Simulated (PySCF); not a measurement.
I (SMILES [I+]), charge +1, triplet (core potentials on I); MN15/def2-SVP (PySCF).

Input for PySCF:
```python
from pyscf import gto, scf, dft

mol = gto.Mole()
mol.atom = '''
    I     0.00000000    0.00000000    0.00000000
'''
mol.basis = 'def2-svp'
mol.ecp = {'I': 'def2-svp'}
mol.charge = 1
mol.spin = 2
mol.verbose = 4
mol.build()

mf = dft.UKS(mol)
mf.xc = 'mn15'
mf.grids.prune = None
mf.kernel()
```

The log (banner, timings and long lists left out):

```
PySCF version 2.14.0

[INPUT] verbose = 4
[INPUT] num. atoms = 1
[INPUT] num. electrons = 24
[INPUT] charge = 1
[INPUT] spin (= nelec alpha-beta = 2S) = 2
[INPUT] symmetry False subgroup None
[INPUT] Mole.unit = angstrom
[INPUT] Symbol           X                Y                Z      unit          X                Y                Z       unit  Magmom
[INPUT]  1 I      0.000000000000   0.000000000000   0.000000000000 AA    0.000000000000   0.000000000000   0.000000000000 Bohr   0.0

nuclear repulsion = 0
number of shells = 10
number of NR pGTOs = 61
number of NR cGTOs = 26
basis = def2-svp
ecp = {'I': 'def2-svp'}

******** <class 'pyscf.dft.uks.UKS'> ********
method = UKS
initial guess = minao
damping factor = 0
level_shift factor = 0
DIIS = <class 'pyscf.scf.diis.CDIIS'>
diis_start_cycle = 1
diis_space = 8
diis_damp = 0
SCF conv_tol = 1e-09
SCF conv_tol_grad = None
SCF max_cycles = 50
direct_scf = True
direct_scf_tol = 1e-13
number electrons alpha = 13  beta = 11
XC library pyscf.dft.libxc version 7.1.2
    S. Lehtola, C. Steigemann, M. J. T. Oliveira, and M. A. L. Marques,  SoftwareX 7, 1–5 (2018)
XC functionals = mn15
    H. S. Yu, X. He, S. L. Li, and D. G. Truhlar,  Chem. Sci. 7, 5032–5051 (2016)
    H. S. Yu, X. He, S. L. Li, and D. G. Truhlar,  Chem. Sci. 7, 5032–5051 (2016)
radial grids:
    Treutler-Ahlrichs [JCP 102, 346 (1995); DOI:10.1063/1.469408] (M4) radial grids

becke partition: Becke, JCP 88, 2547 (1988); DOI:10.1063/1.454033
pruning grids: None
grids dens level: 3
symmetrized grids: False
atomic radii adjust function: <function treutler_atomic_radii_adjust>
small_rho_cutoff = 0
Set gradient conv threshold to 3.16228e-05
tot grids = 41232
init E= -266.376106800306

cycle= 1 E= -295.797074625797  delta_E= -29.4  |g|= 2.05  |ddm|= 5.63
cycle= 2 E= -296.434033431966  delta_E= -0.637  |g|= 0.808  |ddm|= 3.12
cycle= 3 E= -296.56674491517  delta_E= -0.133  |g|= 0.0608  |ddm|= 0.819
cycle= 4 E= -296.568101614348  delta_E= -0.00136  |g|= 0.0057  |ddm|= 0.118
cycle= 5 E= -296.568113538209  delta_E= -1.19e-05  |g|= 0.000182  |ddm|= 0.0104
cycle= 6 E= -296.568113552238  delta_E= -1.4e-08  |g|= 9.83e-06  |ddm|= 0.000528
cycle= 7 E= -296.568113552352  delta_E= -1.14e-10  |g|= 5.79e-07  |ddm|= 5.13e-05
Extra cycle  E= -296.568113552352  delta_E= -2.84e-13  |g|= 1.79e-07  |ddm|= 2.35e-06
converged SCF energy = -296.568113552352  <S^2> = 2.0018937  2S+1 = 3.0012622
```
